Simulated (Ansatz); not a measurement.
Reaction: CH4FSi (SMILES F[CH][SiH3], doublet) → CH4FSi (SMILES C[SiH]F, doublet)
Each species at its own B3LYP-D3(BJ)/def2-TZVP minimum (Ansatz, a quantum-chemistry and plane-wave program).

Wanted: isomerisation energy (electronic), in kJ/mol. UHF or UKS for unpaired electrons; spin-orbit terms are left out. CBS(X,Y): correlation extrapolated as X^-3, Hartree-Fock from the larger set. A bracket is a step between two methods taken in the basis named. Functionals run without relativity, which enters their misses. Double hybrids freeze cores in their MP2 part. '+ core + X2C': CCSD(T) terms for core correlation (cc-pwCVTZ, 1s frozen past Ne) and scalar relativity (cc-pVTZ-DK).

CCSD(T)/CBS(cc-pV(T+d)Z,cc-pV(Q+d)Z) + [CCSDT(Q) - CCSD(T)]/cc-pV(D+d)Z + core + X2C (Ansatz) gives -265.8 kJ/mol.

**Question.** How far off this value is PBE/def2-TZVPD (Ansatz), in which direction, and which of these levels come nearer: PBE0/def2-TZVPD, wB97M-V/def2-TZVPD, B2PLYP/def2-TZVPD, CCSD(T)/CBS(cc-pV(T+d)Z,cc-pV(Q+d)Z) + core + X2C?

**Answer.** PBE gives -251.2 kJ/mol, 14.6 kJ/mol above it. Differences of the others: PBE0/def2-TZVPD (Ansatz) 11.3; wB97M-V/def2-TZVPD (Ansatz) 14.3; B2PLYP/def2-TZVPD (Ansatz) 7.7; CCSD(T)/CBS(cc-pV(T+d)Z,cc-pV(Q+d)Z) + core + X2C (Ansatz) -0.5 kJ/mol. Nearer than PBE: PBE0/def2-TZVPD, wB97M-V/def2-TZVPD, B2PLYP/def2-TZVPD, CCSD(T)/CBS(cc-pV(T+d)Z,cc-pV(Q+d)Z) + core + X2C.
